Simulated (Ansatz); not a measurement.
The cluster Ag2Cl was relaxed with PBE-D4 (def2-TZVP) in Ansatz in these states: charge +1 singlet, neutral doublet, neutral quartet. The geometries follow in no particular order.

In the def2 sets Ag takes a core potential; there is no spin–orbit coupling.

A:

Cartesian coordinates in Å:
```
Ag -0.4083 0.0831 2.0039
Ag 1.1072 -0.4432 -1.6633
Cl -0.6989 0.3602 -0.3405
```

B:

```xyz
3

Ag   -1.143   -0.503    0.883
Ag    0.823   -0.866   -0.957
Cl    0.320    1.369    0.073
```

C:

```xyz
3

Ag   -1.142    0.621    0.927
Ag    1.289    0.739   -0.586
Cl   -0.147   -1.360   -0.342
```

Question: Judge from the bond lengths which geometry belongs to which state (an estimate).

Answer: A is the charge +1 singlet (Ag1–Ag2 4.003 Å, Ag2–Cl3 2.379 Å, Ag1–Cl3 2.379 Å); B is the neutral doublet (Ag1–Ag2 2.718 Å, Ag2–Cl3 2.511 Å, Ag1–Cl3 2.511 Å); C is the neutral quartet (Ag1–Ag2 2.866 Å, Ag2–Cl3 2.555 Å, Ag1–Cl3 2.555 Å).

At PBE0-D4/def2-TZVP a doublet lies 3.64 eV below the neutral quartet. These are the stationary points nearest to one start from a short search; other shapes may lie lower in each state.
